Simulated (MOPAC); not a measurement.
Input for MOPAC: PM7 on N2 (SMILES N#N).

```
PM7 1SCF PRECISE CHARGE=0 THREADS=1
N2

N     -0.34312846 1     0.10551158 1    -0.85592625 1
N      0.26455742 1    -0.08135483 1     0.03025079 1
```

Output:

```
*******************************************************************************
 **                                                                           **
 **                              MOPAC v23.2.5                                **
 **                                                                           **
 *******************************************************************************
 ** MOPAC's Digital Object Identifier: https://doi.org/10.5281/zenodo.6511958 **
 **                                                                           **
 ** Please cite the open-source release paper for use of this MOPAC version:  **
 ** J. E. Moussa and J. J. P. Stewart (2026)                                  **
 ** MOPAC: An open-source semiempirical molecular orbital program             **
 ** J. Open Source Softw., 11(119), 8025, https://doi.org/10.21105/joss.08025 **
 *******************************************************************************

                              PM7 CALCULATION RESULTS

 *******************************************************************************
 *  PM7        - The PM7 Hamiltonian to be used
 *
 *
 *
 *                 CHARGE ON SYSTEM = 0
 *
 *
 *
 *  PRECISE    - TIGHTER CRITERIA TO BE USED
 *  1SCF       - DO 1 SCF AND THEN STOP
 *  THREADS=1  - MULTI-THREADING NOT USED
 *  T=         - A TIME OF 172800.0 SECONDS REQUESTED
 *  DUMP=N     - RESTART FILE WRITTEN EVERY 7200.0 SECONDS REQUESTED
 *******************************************************************************
PM7 1SCF PRECISE CHARGE=0 THREADS=1
 N2

   ATOM   CHEMICAL          X               Y               Z
  NUMBER   SYMBOL      (ANGSTROMS)     (ANGSTROMS)     (ANGSTROMS)

     1       N         -0.34312846  *   0.10551158  *  -0.85592625  *
     2       N          0.26455742  *  -0.08135483  *   0.03025079  *



          CARTESIAN COORDINATES

    NO.       ATOM           X           Y           Z

     1         N         -0.3431      0.1055     -0.8559
     2         N          0.2646     -0.0814      0.0303

 General Reference for PM7:
 "Optimization of Parameters for Semiempirical Methods VI: More Modifications to the
 NDDO Approximations and Re-optimization of Parameters", J. J. P. Stewart, J. Mol. Mod., 1:32, 19 (2013)
 https://link.springer.com/article/10.1007/s00894-012-1667-x

           Empirical Formula: N2  =     2 atoms



      MOLECULAR POINT GROUP   :   D*h


      RHF CALCULATION, NO. OF DOUBLY OCCUPIED LEVELS = 5


 -------------------------------------------------------------------------------
 PM7 1SCF PRECISE CHARGE=0 THREADS=1
 N2



     1SCF WAS SPECIFIED, SO BFGS WAS NOT USED
     SCF FIELD WAS ACHIEVED


                              PM7 CALCULATION
                                                       MOPAC v23.2.5 Linux




          FINAL HEAT OF FORMATION =         34.63108 KCAL/MOL =     144.89642 KJ/MOL


          COSMO AREA              =         54.67 SQUARE ANGSTROMS
          COSMO VOLUME            =         36.88 CUBIC ANGSTROMS

          IONIZATION POTENTIAL    =         13.493607 EV
          HOMO LUMO ENERGIES (EV) =        -13.494  0.114
          NO. OF FILLED LEVELS    =          5
          MOLECULAR WEIGHT        =         28.0134         POINT GROUP:  D*h

          MOLECULAR DIMENSIONS (Angstroms)

            Atom       Atom       Distance
            N     2    N     1     1.09065
            N     2    N     1     0.00000
            N     1    N     2     0.00000


          SCF CALCULATIONS        =          1





   ATOM   CHEMICAL          X               Y               Z
  NUMBER   SYMBOL      (ANGSTROMS)     (ANGSTROMS)     (ANGSTROMS)

     1       N         -0.34312846  *   0.10551158  *  -0.85592625  *
     2       N          0.26455742  *  -0.08135483  *   0.03025079  *

                             CARTESIAN COORDINATES

   1    N       -0.343128460     0.105511580    -0.855926250
   2    N        0.264557420    -0.081354830     0.030250790


           Empirical Formula: N2  =     2 atoms



      MOLECULAR POINT GROUP   :   D*h


                  EIGENVALUES
 -43.18852 -21.88993 -16.78141 -16.78141 -13.49361   0.11436   0.11436   3.75489


              NET ATOMIC CHARGES AND DIPOLE CONTRIBUTIONS

  ATOM NO.   TYPE          CHARGE      No. of ELECS.   s-Pop       p-Pop
    1          N          -0.000000        5.0000     1.82603     3.17397
    2          N           0.000000        5.0000     1.82603     3.17397
 DIPOLE           X         Y         Z       TOTAL
 POINT-CHG.     0.000    -0.000     0.000     0.000
 HYBRID        -0.000     0.000    -0.000     0.000
 SUM            0.000    -0.000     0.000     0.000


          ATOMIC ORBITAL ELECTRON POPULATIONS

     Atom    s        px        py        pz
    1  N   1.82603   1.05401   1.00511   1.11485
    2  N   1.82603   1.05401   1.00511   1.11485

 **********************
 *                    *
 * JOB ENDED NORMALLY *
 *                    *
 **********************




 == MOPAC DONE ==
```

The run finished.

Cost: about 0.03 core-seconds (a rough figure).
